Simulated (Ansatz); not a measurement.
A search over several starts for the lowest SCF solution of TiO4H4⁺ at the given spin, in a small basis.

```yaml
crystal:
  periodic: [false, false, false]
  atoms:
    - {symbol: Ti, position_ang: [-0.062532, 0.307048, -0.068815]}
    - {symbol: O, position_ang: [-1.102369, -1.397741, -0.968896]}
    - {symbol: O, position_ang: [-0.087352, 1.605776, 1.122331]}
    - {symbol: O, position_ang: [-1.417572, -0.906563, 0.375938]}
    - {symbol: O, position_ang: [1.505970, -0.578425, -0.139983]}
    - {symbol: H, position_ang: [-0.516002, -2.167619, -0.773760]}
    - {symbol: H, position_ang: [-0.279074, 1.168344, -1.536248]}
    - {symbol: H, position_ang: [2.354932, -0.334484, 0.268830]}
    - {symbol: H, position_ang: [-0.396000, 2.303673, 1.720603]}
basis:
  gaussian: {orbitals: def2-SVP}
total_charge: 1
magnetization: {spin_polarized: true, initial_magnetization: 1}
hamiltonian: {xc: pbe0, dispersion: d4}
output: {orbitals: {seedname: orbitals}}
```

```sh
$ ansatz run in.yaml --threads 2 --pin off --events-out ev --progress --plain --max-ram 4352MiB
```

Shortened log:

```
Functional definition: PBE0
1075 factors; integrals over basis functions are off by at most 1.2e-3 eV
mean field evaluation 1: about -31311.8064 eV, gradient 7.9e1 eV
mean field evaluation 2: about -30839.1959 eV, gradient 3.2e2 eV
mean field evaluation 4: about -31332.7309 eV, gradient 2.7e1 eV
mean field evaluation 8: about -31335.6811 eV, gradient 1.6e0 eV
mean field evaluation 16: about -31335.8937 eV, gradient 2.1e-1 eV
mean field evaluation 32: about -31335.8961 eV, gradient 8.8e-5 eV
mean field -31335.89609552 eV, -1151.5729412773 hartree, gradient 1.9e-5 eV, S^2 0.756483; 4 other end points of the search recorded, 0 dependent functions left out
reference -31335.89617716 eV, -1151.5729442773 hartree; 29, 28 occupied and 78, 79 virtual orbitals, 1075 factors
Total energy: -31336.02358230 eV, -1151.5776263300 hartree
```

Run time 9 s (2 threads of Arm Neoverse V1 on a shared host).

The structure holds one bond between oxygen atoms, so isomers without such links may lie far lower. The structure comes from a short search, and lower isomers may exist.
